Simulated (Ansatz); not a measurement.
C$_{3}$H$_{7}$AlO$_{2}$ (`C[CH]([AlH2])OC=O`) at its PBE0-D4/def2-TZVP geometry, where that method's forces vanish. Total charge 0; spin multiplicity 1.

```xyz
13

C     0.1765    1.7089    0.1956
C    -0.3621    0.4193   -0.3491
Al    0.5161   -0.7569   -1.6473
O     0.2631   -0.7493    0.4008
C    -0.4313   -1.3760    1.3755
O    -1.4745   -1.0114    1.8114
H    -0.2367    2.5296   -0.3970
H     1.2645    1.7633    0.1176
H    -0.1105    1.8738    1.2387
H    -1.4383    0.3272   -0.2085
H    -0.3286   -1.9620   -2.2335
H     2.0374   -0.4998   -2.0067
H     0.1245   -2.2665    1.7024
```

Q: What forces (eV/Å) does B3LYP-D4/def2-TZVPP give on these atoms in the Gaussian-basis code of Ansatz? (Best estimate.)

A: Ansatz gave: 
```
C1   0.055  0.182  0.061
C2  -0.277  0.152 -0.239
Al3  0.074 -0.086 -0.132
O4   0.232 -0.126  0.010
C5   0.192 -0.316  0.155
O6  -0.279  0.075  0.134
H7   0.022 -0.025  0.033
H8  -0.053  0.007  0.015
H9   0.025  0.001 -0.046
H10  0.099  0.027 -0.022
H11  0.060  0.080  0.031
H12 -0.104 -0.019  0.014
H13 -0.045  0.048 -0.013
```

B3LYP here is the variant with VWN-RPA as its local correlation; programs differ in this.
